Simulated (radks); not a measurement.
The numbers below are computed, except where a source is named.
Ionisation of the nickel ion Ni20+, [He] 2s2 2p4, to Ni21+, [He] 2s2 2p3, under several functionals. Dirac Kohn-Sham, spin-unpolarised, spherical densities, finite nucleus; open shells fill j = l - 1/2 first; a radial shooting solver on a logarithmic mesh with Libxc functionals.

| functional | E(Ni20+) (hartree) | Exc (hartree) | IE (eV) | -e(HOMO) (eV) | <r> HOMO (bohr) | IE error (eV) |
|---|---|---|---|---|---|---|
| PBEsol | -1231.69910 | -35.61646 | 1760.7 | 1704.9 | 0.2044 | +2.7 |
| B86b exchange with PBE correlation | -1233.07553 | -37.01151 | 1762.0 | 1706.2 | 0.2044 | +4.0 |
| exchange-only LDA | -1229.44330 | -33.33506 | 1757.5 | 1701.7 | 0.2045 | -0.5 |
| AM05 | -1230.75486 | -34.65829 | 1760.1 | 1704.4 | 0.2045 | +2.1 |
| revPBE | -1233.03796 | -36.97396 | 1761.6 | 1705.8 | 0.2044 | +3.6 |

NIST Atomic Spectra Database: 1758 eV (semi-empirical). Closest: exchange-only LDA. The Delta-SCF values span 4.53 eV, the total energies 3.63 hartree. The highest occupied level is 2p3/2. Spin polarisation and multiplet splitting are left out, so open shells lie too high by an amount that depends on their filling.

Beside tabulated values, note that spin-unpolarised runs miss the spin-polarisation part of the exchange energy of open shells.
